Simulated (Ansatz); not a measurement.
`SS[SiH2]Cl` + `CN[SiH3]` → `CN([SiH3])[SiH2]Cl` + `SS`  (ligand exchange at the Si–S bond)

Isolated molecules relaxed with PBE0-D4/def2-TZVP in Ansatz; ΔE leaves out vibrations. CBS: MP2 limit from def2 TZ/QZ plus the TZ coupled-cluster correction, frozen cores. This one scheme is used for every species. DFT in def2-TZVPP. One conformer a species, not always the lowest.

| level | ΔE (kcal/mol) |
| --- | --- |
| B97M-V | -1.8 |
| r2SCAN0-D4 | -2.1 |
| B2PLYP | -2.6 |
| PBE | 0.1 |
| r2SCAN0 | -1.8 |
| BHLYP | -3.0 |
| RPA@PBE/def2-TZVPP | -4.6 |
| HF/def2-SVP | -3.4 |

What does CCSD(T)/CBS give? (An estimate is asked.)

The calculation gave: -2.9 kcal/mol. The listed levels differ from it by 1.1, 0.8, 0.3, 3.0, 1.1, -0.1, -1.7, -0.5 kcal/mol.

Largest T1 diagnostic among the species: 0.011.

From PBE to PBE0 (25 % exact exchange), in def2-TZVPP and without D4, ΔE moves by −0.8 kcal/mol. At CCSD(T), def2-SVP lies −0.9 kcal/mol from the extrapolated value and def2-TZVPP −1.0 kcal/mol. Leaving LDA and LC-ωPBE aside and taking each functional with its dispersion term where it has one, the values, not all of them listed here, spread over 3.2 kcal/mol, from CAM-B3LYP-D4 to PBE-D4. LDA lies −1.5 kcal/mol from PBE without D4.
